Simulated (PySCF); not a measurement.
[Ni(OH)4]2-: Ni(II) (d8), charge -2. The structure is a model geometry with rigid ligands and bond lengths from ionic radii and angle to the S4 axis changed to 72.00°, not a minimum; coordination distorted tetrahedral, point group S4, metal–donor distances 1.90 Å.

```
9

Ni    0.000    0.000    0.000
O     1.278    1.278    0.587
H     1.075    2.207    0.754
O    -1.278   -1.278    0.587
H    -1.075   -2.207    0.754
O    -1.278    1.278   -0.587
H    -2.207    1.075   -0.754
O     1.278   -1.278   -0.587
H     2.207   -1.075   -0.754
```

Method (PySCF 2.14, density fitting): CASSCF(8,5) with orbitals averaged over all microstates of the shell, strongly contracted NEVPT2 on the averaged canonical orbitals; basis x2c-TZVPall on the metal, x2c-SVPall elsewhere; spin-free X2C; IEF-PCM water; spin-orbit coupling by state interaction with the mean-field operator over all roots.

Question: Which term lies lowest, and with what spin?

Answer: 3E (S = 1, orbital degeneracy 2), orbital occupations from the lowest 1.9 1.5 1.5 2.0 1.1, by NEVPT2.

Question: Where do the spin-allowed transitions within the shell lie?

Answer: By NEVPT2: 3B at 1937 cm⁻¹; 3A at 6322 cm⁻¹ (1582 nm); 3E at 11855 cm⁻¹ (844 nm); 3B at 14692 cm⁻¹ (681 nm); 3A at 18810 cm⁻¹ (532 nm); 3E at 27650 cm⁻¹ (362 nm). The strongest, at 27650 cm⁻¹, has f = 1.7e-04.

Question: Which is the lowest state of another spin?

Answer: 1A at 6815 cm⁻¹ by NEVPT2; CASSCF alone puts it at 11272 cm⁻¹ above the same ground state.

Question: Give the fitted ligand-field and repulsion parameters.

Answer: At CASSCF level (the NEVPT2 levels don't fit a ligand-field model well): orbital energies 0, 2595, 2595, 3052, 12819 cm⁻¹; B = 1244 cm⁻¹; C = 4638 cm⁻¹; B over its free-ion value at the same level 0.944; rms of the fit 68 cm⁻¹; ζ = 642 cm⁻¹ (free ion 660).

Question: What are the magnetic parameters?

Answer: Degenerate or low-lying orbital states mix with the ground state, so no spin-only Hamiltonian applies. The lowest spin-orbit level is 1-fold; the next lies at 75.1 cm⁻¹. μeff is 4.19 μB at 300 K and 1.63 μB at 10 K; the spin-only value is 2.83 μB.

The ground state is orbitally degenerate in this regular structure, which would distort (Jahn–Teller), so its moment is that of the undistorted model. NEVPT2 lifts 3E from 8840 to 11855 cm⁻¹; on the d shell alone such lifts tend to overshoot.

The job took 5 s on one thread of Arm Neoverse V2 (shared host), with 124 basis functions, launched as `OMP_NUM_THREADS=1 python lf_run.py task.json out`.
